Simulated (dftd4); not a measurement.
C4H3S (SMILES [c-]1cccs1), charge -1, singlet, geometry from GFN2-xTB; dftd4 with D4 for r2scan.

The dftd4 input:
```
$ dftd4 mol.xyz --func r2scan --charge -1 --json dftd4.json --noedisp

# file mol.xyz
8

S     -0.00082766     0.05267305     1.18469317
C     -0.01458724     1.38257716    -0.00751956
C      0.01279089    -1.21209334    -0.00380212
C     -0.00751256     0.73867156    -1.22850840
C      0.00746439    -0.68017748    -1.25133482
H      0.02360557    -2.24376413     0.30791021
H     -0.01333077     1.31026799    -2.15798828
H      0.01403491    -1.28314000    -2.15802336
```

The log (banner, timings and long lists left out):

```
                    ____  _____ _____     ____  _  _
      -------------|  _ \|  ___|_   _|---|  _ \| || |------------
     |             | | | | |_    | | ___ | | | | || |_           |
     |             | |_| |  _|   | ||___|| |_| |__   _|          |
     |             |____/|_|     |_|     |____/   |_|            |
     |             ===================================           |
     |            E. Caldeweyher, S. Ehlert & S. Grimme          |
     |          Mulliken Center for Theoretical Chemistry        |
     |                    University of Bonn                     |
      -----------------------------------------------------------

Rational (Becke-Johnson) damping: r2scan-D4-ATM
---------------------
  s6         1.0000
  s8         0.6019
  s9         1.0000
  a1         0.5156
  a2         5.7734
 alp        16.0000
--------------------

Dispersion energy:      -2.1030761199023E-03 Eh

[Info] JSON dump of results written to 'dftd4.json'
```
